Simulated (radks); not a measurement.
The antimony ion Sb16+, 35 electrons, occupied as [Ar] 3d10 4s2 4p5 (the NIST ground configuration). All-electron calculation, non-relativistic Kohn-Sham, PBEsol, spin-polarised, spherical densities, point nucleus; open shells are filled with parallel spins first (spin-orbit coupling, left out, can overturn this in heavy ions); relativity is left out, which matters for an element this heavy. Program: a radial shooting solver on a logarithmic mesh with Libxc functionals.

X-ray form factor f0, the Fourier transform of the density (f0(0) = 35):

| sin(theta)/lambda (1/angstrom) | f0 (electrons) |
|---|---|
| 0.05 | 34.876 |
| 0.1 | 34.510 |
| 0.15 | 33.917 |
| 0.2 | 33.123 |
| 0.25 | 32.161 |
| 0.3 | 31.065 |
| 0.4 | 28.630 |
| 0.5 | 26.103 |
| 0.6 | 23.697 |
| 0.8 | 19.637 |
| 1 | 16.534 |
| 1.25 | 13.447 |
| 1.5 | 10.884 |
| 2 | 7.346 |
